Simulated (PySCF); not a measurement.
PySCF 2.14 output of an unrestricted PBE0 calculation on a single atom or ion in aug-cc-pVTZ-DK, with the spin-free X2C one-electron Hamiltonian (Gaussian nucleus):

```
SCF conv_tol = 1e-09
number electrons alpha = 15  beta = 9
    C. Adamo and V. Barone.,  J. Chem. Phys. 110, 6158 (1999)
    M. Ernzerhof and G. E. Scuseria.,  J. Chem. Phys. 110, 5029 (1999)
cycle= 1 E= -1050.44987742801  delta_E= -0.00959  |g|= 0.0259  |ddm|= 1.75
cycle= 2 E= -1050.45040628785  delta_E= -0.000529  |g|= 0.0227  |ddm|= 0.288
cycle= 3 E= -1050.45090743376  delta_E= -0.000501  |g|= 0.00683  |ddm|= 0.14
cycle= 4 E= -1050.45196108604  delta_E= -0.00105  |g|= 0.0131  |ddm|= 0.163
cycle= 5 E= -1050.45031610472  delta_E= 0.00164  |g|= 0.00979  |ddm|= 0.267
cycle= 6 E= -1050.44958960679  delta_E= 0.000726  |g|= 0.0253  |ddm|= 0.314
cycle= 7 E= -1050.44948974269  delta_E= 9.99e-05  |g|= 0.0299  |ddm|= 0.039
cycle= 8 E= -1050.44977619108  delta_E= -0.000286  |g|= 0.00199  |ddm|= 0.09
cycle= 9 E= -1050.44977477325  delta_E= 1.42e-06  |g|= 0.000767  |ddm|= 0.0223
cycle= 10 E= -1050.4497748662  delta_E= -9.3e-08  |g|= 2.76e-05  |ddm|= 0.00401
cycle= 11 E= -1050.44977486583  delta_E= 3.67e-10  |g|= 1.73e-05  |ddm|= 0.000252
converged SCF energy = -1050.44977486583  <S^2> = 12.000455  2S+1 = 7.00013
```

The run itself started from symmetry-adapted Hartree-Fock orbitals and held the occupation by maximum overlap, on a logarithmic radial grid, so the iterations belong to that start.

**Question.** Which element, charge and spin multiplicity is this?

**Answer.** Cr (chromium, neutral), multiplicity 7; the state was [Ar] 3d4 4s1 4p1, one real determinant (an excited configuration).

⟨L²⟩ = 7.99 against 12 for a pure F term, so this real determinant mixes terms.
